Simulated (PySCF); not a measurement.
**Static response to an electric field**

C₆H₁₂S.
Cartesian coordinates in Å at the GFN2-xTB level; atoms count from 1:
```xyz
19
C6H12S angstrom
C      3.0522   -0.4589    0.3965
S      2.5223    0.1551   -1.2276
C      0.8538    0.7604   -0.8143
C     -0.1433   -0.3633   -0.5648
C     -1.5261    0.1882   -0.3092
C     -2.5106   -0.6093    0.4911
C     -1.9060    0.6333    1.0707
H      2.4622   -1.3255    0.6799
H      2.9530    0.3350    1.1317
H      4.0940   -0.7433    0.2958
H      0.5525    1.3546   -1.6767
H      0.9408    1.4157    0.0533
H      0.1720   -0.9515    0.2993
H     -0.1595   -1.0240   -1.4356
H     -1.9205    0.7670   -1.1359
H     -3.5494   -0.5905    0.1997
H     -2.1893   -1.5612    0.8858
H     -1.1783    0.5201    1.8603
H     -2.5294    1.5072    1.1806
```

Level: PBE0/def2-SVPD (PySCF), static field, nuclei fixed, core orbitals frozen in the response. The polarisability tensor in these axes (au):

```
x   108.73  -1.33  -4.73
y    -1.33  81.19  -1.60
z    -4.73  -1.60  86.25
```

Question: Give the principal values, the mean and the anisotropy Δα = √{½[(α1 − α2)² + (α2 − α3)² + (α1 − α3)²]}.

Answer: Principal values 80.46, 85.99 and 109.72 au; mean 92.06 au = 13.64 Å³ = 15.18 × 10⁻⁴⁰ C²·m²/J; Δα = 26.93 au (29 % of the mean).

Question: What is the dipole moment, and where does it point?

Answer: (-1.09, -0.04, 1.43) D, 1.79 D in size, pointing from the negative to the positive side. Measured along this direction, the outermost atoms are S2 at the negative end and H19 and H16 at the positive end.

Question: Find the Langevin capture rate constant for NO+ (29.998 u) meeting this molecule (116.066 u), k = 2.342 × 10⁻⁹ cm³/s × √(α in Å³ / reduced mass in u).

Answer: The reduced mass is 23.84 u, so k = 1.77 × 10⁻⁹ cm³/s. The formula leaves out the permanent dipole, which adds to the capture rate.

Question: What are the principal values of the traceless quadrupole moment, Θ = ½Σq(3rr − r²1), about the centre of nuclear charge?

Answer: -8.79, -0.66, 9.45 D·Å. The values depend on the origin, since the dipole doesn't vanish. The electronic extent ⟨r²⟩ about the same centre is 1407 bohr², a root-mean-square distance of 2.48 Å for the 64 electrons.

Question: What would n − 1 = 2πNα be for an ideal gas of these molecules at 273.15 K and 1 atm, electronic part alone?

Answer: N = p/kT = 2.6868 × 10¹⁹ cm⁻³, so n − 1 = 2π × N × 13.64 × 10⁻²⁴ cm³ = 2303 × 10⁻⁶ at long wavelengths.

Question: Estimate the molar refractivity from the static electronic polarisability.

Answer: Lorentz–Lorenz: R = (4π/3)N_A α = 2.5225 cm³/(mol·Å³) × 13.64 Å³ = 34.4 cm³/mol, in the limit of long wavelengths.

Question: What depolarisation ratio follows for Rayleigh scattering of linearly polarised light, taking the static tensor?

Answer: ρ = 3Δα²/(45ᾱ² + 4Δα²) = 2175.1/(381342 + 2900.2) = 0.00566.

Geometry: GFN2-xTB, one conformer, isolated molecule.
